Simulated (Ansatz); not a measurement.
| atom | x (Å) | y (Å) | z (Å) |
| --- | --- | --- | --- |
| V | 0.0000 | 0.0000 | 0.0000 |
| O | 0.0000 | 0.0000 | 1.5893 |

Basis set: pcseg-2 (spherical functions). Charge 0, multiplicity 4.

Computed with Ansatz (development build ahead of 0.2.0); each method stands on the lowest determinant of its kind that the runs found.

The atomization energy at this shape (free ground-state atoms in the same class of orbitals less the molecule, no zero-point energy) of quartet VO:

| method | atomization energy |
| --- | --- |
| r²SCAN (unrestricted) | 165.64 kcal/mol |
| UHF | 40.37 kcal/mol |

(1) What does PBE0 (unrestricted) give?

## Answers

(1) 153.08 kcal/mol. Caution: other spin multiplicities were not run. Caution for r²SCAN (unrestricted), PBE0 (unrestricted): a free atom is spin contaminated. Caution for UHF: the unrestricted determinant is spin contaminated.

The shape needn't be a minimum at these levels.
